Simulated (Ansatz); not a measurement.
Relaxation of GeF₃⁻ with RKS r2SCAN-D4/def2-TZVPD.

```sh
$ ansatz run in.yaml --threads 4 --pin off --events-out ev --progress --plain --max-ram 3916MiB
```

```yaml
crystal:
  periodic: [false, false, false]
  atoms:
    - {symbol: Ge, position_ang: [0.282910, 0.663510, 0.050920]}
    - {symbol: F, position_ang: [0.648620, -0.435880, -1.381230]}
    - {symbol: F, position_ang: [-1.538800, 0.392990, -0.000310]}
    - {symbol: F, position_ang: [0.607270, -0.620620, 1.330620]}
basis:
  gaussian: {orbitals: def2-TZVPD}
total_charge: -1
hamiltonian: {xc: r2scan, dispersion: d4}
scf: {lower_state_search: "off"}
output: {orbitals: {seedname: orbitals}}
relax: {f_tol: 0.02, max_steps: 100}
```

It took 11 s on 4 threads of Intel Xeon on a shared host.

Positions (Å) and forces (eV/Å) at steps 1, 2, 4 of 4:

```xyz
4
step=1 energy=-64674.6692 eV
Ge    0.283    0.664    0.051   -0.276   -0.634   -0.061
F     0.649   -0.436   -1.381   -0.093    0.268    0.363
F    -1.539    0.393    0.000    0.460    0.057    0.019
F     0.607   -0.621    1.331   -0.090    0.309   -0.321
4
step=2 energy=-64674.6822 eV
Ge    0.282    0.661    0.050   -0.156   -0.357   -0.030
F     0.645   -0.434   -1.372   -0.052    0.150    0.199
F    -1.528    0.389    0.001    0.254    0.035    0.007
F     0.601   -0.617    1.320   -0.046    0.173   -0.176
4
step=4 energy=-64674.6874 eV
Ge    0.280    0.658    0.049   -0.008   -0.020   -0.001
F     0.639   -0.431   -1.359    0.007    0.005   -0.007
F    -1.514    0.385    0.002   -0.005    0.010    0.000
F     0.595   -0.612    1.309    0.007    0.004    0.008
```

The structure comes from a short search, and lower isomers may exist.
